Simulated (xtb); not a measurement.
H₂O₂S₂W, SMILES [O]=[W](=[O])([SH])[SH], multiplicity 1. All values are semi-empirical tight-binding results from xtb (GFN2-xTB unless named), good for trends rather than for accurate numbers. Coordinates come from a GFN2-xTB optimisation. The multiplicity is an assumed one; no other spin state was optimised. The structure was generated by enumeration; whether it is a known compound was not checked. Other conformers were not sampled.

Optimised geometry:

Bond lengths (Å): W1–O2 1.674, W1–O3 1.674, W1–S4 2.364, W1–S6 2.364, S4–H5 1.342, S6–H7 1.342. Angles (°): O2–W1–O3 122.9, O2–W1–S4 108.8, O2–W1–S6 103.6, O3–W1–S4 103.6, O3–W1–S6 108.8, S4–W1–S6 108.6, W1–S4–H5 94.6, W1–S6–H7 94.6.
Charge 0, spin multiplicity 1.

For metal compounds this method's bond lengths and energies can be far off.

Q: Estimate the properties. (Estimate from the structure and the level; the computed values follow.)

A: 
```json
{
 "point_group_as_xtb_finds_it": "C2",
 "orbital_gap": "3.00 eV",
 "zero_point_energy": "13.3 kcal/mol",
 "G − E(el) at 298.15 K (modified RRHO)": "-8.1 kcal/mol"
}
```

Computed atomic charges and the Wiberg bond orders between heavy atoms:
charges (e) W1 1.01, O2 -0.52, O3 -0.52, S4 -0.20, H5 0.22, S6 -0.20, H7 0.22. Bond orders W1–O2 2.10, W1–O3 2.10, W1–S4 1.33, W1–S6 1.33.
